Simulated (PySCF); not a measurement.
Electron correlation in Ru (ruthenium, neutral)

[Kr] 4d7 5s1, high-spin 5F determinant. Calculation: PySCF 2.14, in def2-QZVPPD with the def2 core potential (28 electrons); a scalar-relativistic core potential. Frozen: nothing; 16 electrons correlated.

```csv
level,correlation energy (mhartree)
CCSD,-524.15
(T),-18.66
CCSD(T),-542.81
```

Diagnostics: T1 = 0.016, D1 = 0.0716, largest double amplitude 0.024.

Cost of the coupled-cluster step: of the order of 2.5 core-minutes, for 16 correlated electrons.

The basis has no tight functions for the innermost shells, so their pair energies are far from complete.

This basis was not built for core-valence correlation, so the inner-shell part is incomplete.
